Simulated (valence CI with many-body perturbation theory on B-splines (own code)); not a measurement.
**Which ion has this spectrum?**

A relativistic CI+MBPT calculation for an atom or ion with 7 electrons gives these levels (eV):

| J | Parity | E | g |
| --- | --- | --- | --- |
| 3/2 | odd | 0.0 | 1.36 |
| 3/2 | odd | 322.3 | 1.44 |
| 5/2 | odd | 342.3 | 1.18 |
| 1/2 | odd | 373.5 | 0.64 |
| 5/2 | even | 540.3 | 1.48 |
| 1/2 | even | 608.9 | 2.10 |
| 3/2 | even | 610.5 | 1.20 |
| 3/2 | odd | 696.9 | 1.28 |
| 3/2 | even | 882.8 | 1.55 |
| 5/2 | even | 915.3 | 1.28 |
| 1/2 | even | 952.0 | 1.42 |
| 3/2 | even | 963.2 | 1.06 |
| 3/2 | odd | 1204.2 | 1.32 |
| 1/2 | even | 1291.6 | 1.76 |

The energies are calculated, and their last digits are not significant.

(1) Which is it?
A. I46+
B. Sb44+
C. La50+
D. Xe47+

Results:

(1) D. Xe47+, ground level (2s^2 2p1/2^2 2p3/2) J=3/2.
